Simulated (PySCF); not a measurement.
C5H9O3 (SMILES CC(=O)OC(C)C[O]), doublet, geometry from GFN2-xTB, with bond 16-7 at 1.3 times its length. Base run: CAMB3LYP/STO-3G run with PySCF.

Geometry (Å):
```xyz
17

C      2.8086     0.1816     0.6792
C      1.4661    -0.2950     0.2003
O      1.1897    -1.4574     0.0067
O      0.6269     0.7137     0.0155
C     -0.6776     0.4653    -0.5284
C     -1.4562     1.7694    -0.4554
C     -1.4340    -0.6477     0.2540
O     -2.5622    -1.0265    -0.2623
H      3.5135     0.1208    -0.1481
H      2.7418     1.2092     1.0218
H      3.1642    -0.4705     1.4724
H     -0.5690     0.1368    -1.5693
H     -1.5289     2.1032     0.5769
H     -0.9613     2.5391    -1.0414
H     -2.4552     1.5948    -0.8446
H     -0.4811    -1.7736     0.2021
H     -1.4803    -0.4005     1.3409
```
Charge 0, spin multiplicity 2.
Orbitals are unrestricted.
All else is at PySCF's defaults.
Base energy -415.78269 Eh.

Each row names what was changed in the base input (with any setting that the change needs).

```tsv
change	ΔE vs base (mEh)	SCF cycles	<S^2>	outcome
base	0.000	19	0.769	converged
init_guess = atom	0.000	19	0.769	converged
conv_tol = 1e-4	0.146	9	0.769	converged
level_shift = 0.3 (with mf.max_cycle = 100)	0.000	26	0.769	converged
diis = off; damp = 0.3 (with mf.diis_start_cycle = 200; with mf.max_cycle = 150)	0.000	92	0.769	converged
conv_tol = 1e-7	0.000	16	0.769	converged
diis_space = 20	0.000	18	0.769	converged
DIIS = EDIIS	-	50	-	not converged
init_guess = vsap	0.000	17	0.769	converged
DIIS = ADIIS	-	50	-	not converged
solver = newton; init_guess = 1e	0.000	-	0.769	converged
level_shift = 0.1 (with mf.max_cycle = 100)	0.000	21	0.769	converged
conv_tol = 1e-6	0.000	15	0.769	converged
```

Open shells are given as the SCF converged; they aren't shown to be the lowest states, and a large step between rows can be another state.
